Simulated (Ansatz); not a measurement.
Consider the hydrogenolysis of a B–C bond: `CC(C)CB(Cl)Cl` + H₂ → `ClBCl` + `CC(C)C`.

Computed with Ansatz on PBE0-D4/def2-TZVP structures; ΔE is electronic, products minus reactants. CCSD(T)/CBS is the MP2 limit (def2-TZVPP, def2-QZVPP) plus CCSD(T) − MP2 in def2-TZVPP, frozen cores. This one scheme is used for every species. DFT in def2-TZVPP. Each species was taken in one conformer, which may not be the lowest.

**Question.** Is it downhill or uphill in electronic energy at CCSD(T)/CBS, and by how much? (Best estimate.)

**Answer.** Computed: Downhill: ΔE = -0.11 eV.

**Question.** What do these levels give: r2SCAN-D4, r2SCAN0-D4, CAM-B3LYP-D4, PBE-QIDH, CAM-B3LYP, SCS-MP2/def2-TZVPP? (Best estimate.)

**Answer.** Computed: r2SCAN-D4 -0.09, r2SCAN0-D4 -0.12, CAM-B3LYP-D4 -0.17, PBE-QIDH -0.15, CAM-B3LYP -0.28, SCS-MP2/def2-TZVPP -0.16 eV.

Largest T1 diagnostic among the species: 0.012.

At CCSD(T), def2-SVP lies −0.06 eV from the extrapolated value and def2-TZVPP −0.03 eV. Leaving LDA and LC-ωPBE aside and taking each functional with its dispersion term where it has one, the values, not all of them listed here, spread over 0.19 eV, from B2PLYP to revPBE-D4. LDA lies +0.18 eV from PBE without D4. The D4 term adds +0.18 eV with B3LYP and +0.10 eV with PBE0; it sums over pairs of atoms, weighted by their polarisabilities, and B3LYP, whose exchange is more repulsive, gets the larger term.

B3LYP here is the variant with VWN-RPA as its local correlation; programs differ in this.
